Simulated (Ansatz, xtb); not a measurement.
# Isomers of C2H4BFN− in order of energy

8 gas-phase structures of C2H4BFN−, from a drawn sample of its isomers (lower ones may exist). Each was relaxed with GFN2-xTB; where two conformers were screened, the lower at r2SCAN-D4/def2-SVPD//GFN2-xTB is listed:

A. `N=C=C[BH2-]F`, a singlet
B. `C#CN[BH2-]F`, a singlet
C. `C=C1N[B@@H-]1F`, a singlet
D. `[H]/N=C\C=[BH-]\F`, a singlet
E. `C=C=N[BH2-]F`, a singlet
F. `F[B@@H-]1C=CN1`, a singlet
G. `[H]/N=C\C=[BH-]/F`, a singlet
H. `F[BH2-]C1=NC1`, a singlet

**Question.** Estimate their order in r2SCAN-D4/def2-SVPD//GFN2-xTB energy at these geometries, lowest first.

**Answer.** Calculated order at r2SCAN-D4/def2-SVPD//GFN2-xTB: D (0.0), G (3.9), E (16.4), C (64.7), F (74.8), A (91.3), B (110.4), H (126.0) kJ/mol. Less than 1 kcal/mol parts D and G, so the order within that pair means little.

Energies above the lowest of each column, in kJ/mol; the last columns are at r2SCAN-D4/def2-SVPD geometries and were run for some of them only (a dash: not run or not comparable):

```tsv
structure	GFN2-xTB	HF/STO-3G	r2SCAN-D4/def2-SVPD//GFN2-xTB	r2SCAN-D4/def2-SVPD	CCSD(T)/def2-SVPD + ΔMP2/def2-TZVPPD
D	43.9	30.7	0.0	0.0	0.0
G	47.7	31.6	3.9	4.1	4.7
E	0.0	0.0	16.4	12.2	11.5
C	84.2	52.8	64.7	–	–
F	90.1	31.7	74.8	–	–
A	77.5	117.8	91.3	–	–
B	68.6	89.2	110.4	–	–
H	91.1	43.7	126.0	–	–
```

CCSD(T)/def2-SVPD + ΔMP2/def2-TZVPPD puts D lowest of those it was run on; GFN2-xTB picks E, HF/STO-3G picks E. Flexible structures stand in one conformer each, not always the lowest. Frequencies (GFN2-xTB) were run for D, E, G alone. ΔMP2 is the change of the MP2 energy from the smaller to the larger basis.

Over these structures GFN2-xTB departs from r2SCAN-D4/def2-SVPD//GFN2-xTB by 28.7 kJ/mol on average once a common shift is removed. A GFN2-xTB relaxation took about 0.23 s and the r2SCAN-D4/def2-SVPD//GFN2-xTB energy about 4.8 s on a shared host (Ansatz 0.2.0, xtb 6.7.1).
